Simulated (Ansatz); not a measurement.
System: C3H3F4, charge 0, multiplicity 2. It need not be the lowest isomer of its formula. 
Geometry from a B3LYP-D3(BJ)/def2-TZVP (Ansatz, a program for electronic structure) optimisation:
```
C
H 1 1.0922
H 1 1.0990 2 107.21
C 1 1.4826 2 110.12 3 -122.08
F 4 1.3456 1 114.54 2 46.67
H 4 1.0816 5 113.83 1 -151.41
C 1 1.5129 2 107.87 3 114.89
F 7 1.3450 1 112.29 2 58.79
F 7 1.3469 8 107.38 1 122.09
F 7 1.3508 8 107.20 9 114.96
```
Charge 0, spin multiplicity 2.

Atomisation energy built up term by term with Ansatz (kcal/mol; UHF references for open shells; valence terms freeze the core; atomic spin-orbit terms are left out). CBS(X,Y): correlation extrapolated as X^-3; Hartree-Fock from the larger set.

| term | basis | kcal/mol |
|---|---|---|
| Hartree-Fock | cc-pVQZ | 672.61 |
| CCSD correlation | CBS(cc-pVTZ,cc-pVQZ) | ? |
| (T) | CBS(cc-pVTZ,cc-pVQZ) | ? |
| core correlation | cc-pwCVTZ | 3.43 |
| scalar relativity (X2C) | cc-pVTZ-DK against cc-pVTZ | -1.21 |
| sum: De |  | ? |

### Question
Some entries are withheld; supply them.

### Answer

- CCSD correlation, kcal/mol: 257.79
- (T), kcal/mol: 20.73
- sum: De, kcal/mol: 953.4
